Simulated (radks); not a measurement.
Values are calculated unless marked as measured or tabulated.
Correlation energies from several functionals, in hartree. Species: Re [Xe] 4f14 5d5 6s2; Pb4+ [Xe] 4f14 5d10. Level of theory: non-relativistic Kohn-Sham, exchange-only B88, spin-polarised, spherical densities, point nucleus (a radial shooting solver on a logarithmic mesh with Libxc functionals). Every spin shell is full or empty, so the densities are truly spherical. Functionals are evaluated on that one density, not self-consistently.

functional       Re     Pb4+
PW92        -7.6632  -8.3669
VWN5        -7.6955  -8.4011
PZ          -7.6630  -8.3741
Wigner      -3.9428  -4.2569
Chachiyo    -7.5729  -8.2787
PBE         -4.4709  -4.9255
PBEsol      -5.0164  -5.5042
PW91        -4.8025  -5.2859
AM05        -7.2115  -7.8943
OP (B88)    -3.8954  -4.2614
TPSS        -4.4677  -4.9233
revTPSS     -4.5088  -4.9600
r2SCAN      -4.5520  -4.9425
B95         -5.5377  -6.1367
Tao-Mo      -4.3660  -4.8183
